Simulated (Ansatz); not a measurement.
A geometry relaxed with PBE0-D3(BJ)/def2-TZVP in Ansatz (an electronic-structure program), charge 0, multiplicity 2:

```xyz
3

F     -1.4234    -0.2770     0.0000
Al    -0.0005     0.5515     0.0000
F      1.4238    -0.2745     0.0000
```

Q: Write the SMILES of this molecule.

A: `[F][Al][F]`
